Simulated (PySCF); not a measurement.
# How methods differ on the excitation energy of W⁺

W⁺ [Xe] 4f14 5d4 6s1 (6D) → W⁺ [Xe] 4f14 5d3 6s1 7s1 (6F), as a difference of total energies. Calculation: PySCF 2.14, in aug-cc-pVTZ-PP with ECP60MDF (6s6p5d3f2g, 88 functions); a scalar-relativistic core potential. Correlated levels: valence: 5s2 5p6 frozen. The calculations carry no spin-orbit coupling.

| method | excitation energy (eV) |
| --- | --- |
| UHF | 10.142 |
| MP2 (valence) | 10.598 |
| SCS-MP2 (valence) | 10.294 |
| CCSD (valence) | 10.580 |
| CCSD(T) (valence) | 10.574 |

Q: How much does correlation contribute at CCSD(T) (valence)?

A: 10.574 − (10.142) = 0.432 eV, measured against UHF.

The promoted electron is Rydberg-like, and one or two diffuse shells describe it only roughly, which tends to raise the upper state.
